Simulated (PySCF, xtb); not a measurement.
C2H6GeO2, SMILES C=C[O][GeH2][OH].

GFN2-xTB in xtb at its own geometry gives an orbital gap of 5.22 eV and a dipole moment of 2.62 D.

Coordinates come from a r2SCAN-D4/def2-SVP optimisation. The structure was generated by enumeration, and PubChem lists no compound with its InChIKey, so it may never have been made. Other conformers were not sampled.

**Question.** What does ωB97X/def2-TZVP (PySCF) give? (Estimate from the structure and the level; the computed values follow.)

**Answer.** gap 11.29 eV (levels -8.99 and 2.31 eV), dipole 1.31 D.
